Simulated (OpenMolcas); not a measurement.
An OpenMolcas run meant for Eu4+ (ANO-RCC-VTZP, X2C; inactive shells 1s 2s 2p 3s 3p 3d 4s 4p 4d 5s 5p; intended active space 5 electrons in 7 orbitals (4f)). One step of its input:

```
&CASPT2
Multistate=21 1 2 3 4 5 6 7 8 9 10 11 12 13 14 15 16 17 18 19 20 21
Frozen=14 9
IPEA=0.25
Shift=2.0
MaxIter=60
WThr=0.0 0.3 0.05
PrWF=0.5
NoMix
```

The run finished. Its levels beside those of a sound run (MS-CASPT2, IPEA 0.25 Eh, imaginary shift 0.1 Eh (closed shells correlated: 5s 5p)), in cm-1 above each run's lowest level:

| Level | This run | Usual run |
| --- | --- | --- |
| 4f5 6H* 5/2 | 0.0 | 0.0 |
| 4f5 6H* 7/2 | 1427 | 1431 |
| 4f5 6H* 9/2 | 3090 | 3098 |
| 4f5 6H* 11/2 | 4899 | 4907 |
| 4f5 6H* 13/2 | 6783 | 6790 |
| 4f5 6F* 1/2 | 8114 | 7952 |
| 4f5 6F* 3/2 | 8443 | 8281 |
| 4f5 6H* 15/2 | 8705 | 8709 |
| 4f5 6F* 5/2 | 9117 | 8955 |
| 4f5 6F* 7/2 | 10280 | 10119 |
| 4f5 6F* 9/2 | 11927 | 11768 |
| 4f5 6F* 11/2 | 13771 | 13611 |
| 4f5 4G* 5/2(1) [52 %] | 22104 | 21881 |
| 4f5 4F* 3/2 | 22857 | 22645 |

Task: Which setting is unsound, and how much does it matter here?

Result: The level shift is far above the usual 0.1 to 0.3 hartree and damps the second-order energy. Against the sound run the excited levels shown move by 110 cm-1 on average and by 220 cm-1 at most.

Term energies are means over components that CASPT2 splits; among the terms shown or strongly mixed into the levels shown the widest spread is 180 cm-1 (4f5 6H*, the sound run). Blocks of more than 70 roots (2S+1 = 4 odd) ran without multistate coupling. High states are left out of the spin-orbit mixing, which shifts the levels that they would mix with. Levels of configurations outside the active space are missing.

A share in square brackets marks a mixed level and gives the weight of the term that names it, the lowest over the columns. A number in round brackets counts repeated terms of one configuration in the order of the reference energies. * marks odd parity.
